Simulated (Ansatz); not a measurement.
`F[SiH2]C[SiH2]F` + `CO[SiH2]N` → `CO[SiH2]N[SiH2]F` + `C[SiH2]F`  (ligand exchange at the Si–C bond)

Computed with Ansatz on PBE0-D4/def2-TZVP structures; ΔE is electronic, products minus reactants. CCSD(T)/CBS is the MP2 limit (def2-TZVPP, def2-QZVPP) plus CCSD(T) − MP2 in def2-TZVPP, frozen cores. This one scheme is used for every species. DFT in def2-TZVPP. One conformer a species, not always the lowest.

`F[SiH2]C[SiH2]F`:

Z-matrix (Å, degrees):
```
Si
C 1 1.856
F 1 1.602 2 109.0
H 1 1.483 2 111.2 3 -118.3
H 1 1.483 2 111.2 3 118.3
Si 2 1.856 1 116.7 3 179.8
H 2 1.097 1 108.1 3 57.8
H 2 1.096 1 108.1 3 -58.2
F 6 1.602 2 109.0 1 179.9
H 6 1.483 2 111.2 1 61.5
H 6 1.483 2 111.2 1 -61.8
```

`CO[SiH2]N`:

Z-matrix (Å, degrees):
```
C
O 1 1.406
H 1 1.096 2 111.5
H 1 1.097 2 111.6 3 121.4
H 1 1.092 2 108.5 3 -119.3
Si 2 1.645 1 122.7 3 -65.4
N 6 1.706 2 116.5 1 62.3
H 6 1.489 2 109.1 1 -56.3
H 6 1.479 2 103.1 1 -177.3
H 7 1.005 6 122.3 2 -93.4
H 7 1.006 6 123.2 2 68.6
```

`CO[SiH2]N[SiH2]F`:

Z-matrix (Å, degrees):
```
C
O 1 1.408
H 1 1.096 2 111.3
H 1 1.097 2 111.8 3 121.5
H 1 1.091 2 108.3 3 -119.1
Si 2 1.640 1 123.0 3 -73.4
N 6 1.716 2 109.1 1 -168.5
H 6 1.489 2 107.8 1 -47.5
H 6 1.486 2 111.5 1 73.8
Si 7 1.708 6 127.7 2 -108.2
H 7 1.011 6 116.1 2 71.5
F 10 1.601 7 112.1 6 -96.0
H 10 1.478 7 108.7 6 21.9
H 10 1.480 7 109.8 6 146.7
```

`C[SiH2]F`:

Cartesian coordinates in Å:
```
C -0.048 0.955 -0.234
Si 0.001 -0.845 0.205
F 1.526 -1.301 0.407
H 0.500 1.148 -1.159
H -1.083 1.278 -0.379
H 0.389 1.565 0.560
H -0.713 -1.115 1.478
H -0.570 -1.685 -0.878
```

```csv
level,ΔE (kcal/mol),difference from CCSD(T)/CBS
r2SCAN-D4,-16.0,0.3
ωB97X-V,-15.9,0.4
ωB97M-V,-16.0,0.3
B2PLYP,-16.9,-0.6
PBE0,-15.2,1.1
HF/def2-TZVPP,-18.5,-2.2
CCSD/def2-TZVPP,-16.8,-0.5
MP2/def2-QZVPP,-16.5,-0.2
SCS-MP2/def2-QZVPP,-17.0,-0.7
MP2/CBS(def2),-16.4,-0.1
CCSD(T)/CBS,-16.3,0
```

Largest T1 diagnostic among the species: 0.011.

In def2-TZVPP, CCSD(T) changes the Hartree–Fock value by +2.0 kcal/mol (the triples alone add +0.2 kcal/mol) and MP2 by +1.9 kcal/mol.
